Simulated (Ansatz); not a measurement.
Calculated with Ansatz (gas phase, PBE0-D4/def2-TZVP geometries, no zero-point term in ΔE). CCSD(T)/CBS is the MP2 limit (def2-TZVPP, def2-QZVPP) plus CCSD(T) − MP2 in def2-TZVPP, frozen cores. This one scheme is used for every species. DFT in def2-TZVPP. Each species was taken in one conformer, which may not be the lowest.

Consider the hydrogenolysis of the Si–Si bond: `CO[Si](N)(O)[SiH3]` + H₂ → `CO[SiH](N)O` + SiH₄.

| level | ΔE (kJ/mol) | difference from CCSD(T)/CBS |
| --- | --- | --- |
| PBE-D4 | -9.4 | 18.0 |
| r2SCAN-D4 | -20.1 | 7.3 |
| PBE0-D4 | -17.9 | 9.5 |
| ωB97X-V | -28.2 | -0.8 |
| ωB97M-V | -31.5 | -4.1 |
| B2PLYP | -36.7 | -9.3 |
| PBE | -18.5 | 8.9 |
| r2SCAN | -22.8 | 4.6 |
| PBE0 | -26.2 | 1.2 |
| MP2/def2-TZVPP | -30.9 | -3.5 |
| SCS-MP2/def2-TZVPP | -38.4 | -11.0 |
| HF/def2-QZVPP | -65.4 | -38.0 |
| MP2/def2-QZVPP | -29.1 | -1.7 |
| SCS-MP2/def2-QZVPP | -36.6 | -9.2 |
| HF/CBS(def2) | -65.4 | -38.0 |
| MP2/CBS(def2) | -27.4 | 0.0 |
| CCSD(T)/CBS | -27.4 | 0 |

Largest T1 diagnostic among the species: 0.012.

In def2-TZVPP, CCSD(T) changes the Hartree–Fock value by +33.8 kJ/mol (the triples alone add +6.4 kJ/mol) and MP2 by +33.9 kJ/mol. The D4 term adds +14.4 kJ/mol with B3LYP and +8.3 kJ/mol with PBE0; it sums over pairs of atoms, weighted by their polarisabilities, and B3LYP, whose exchange is more repulsive, gets the larger term. From PBE to PBE0 (25 % exact exchange), in def2-TZVPP and without D4, ΔE moves by −7.7 kJ/mol.

B3LYP here is the variant with VWN-RPA as its local correlation; programs differ in this.
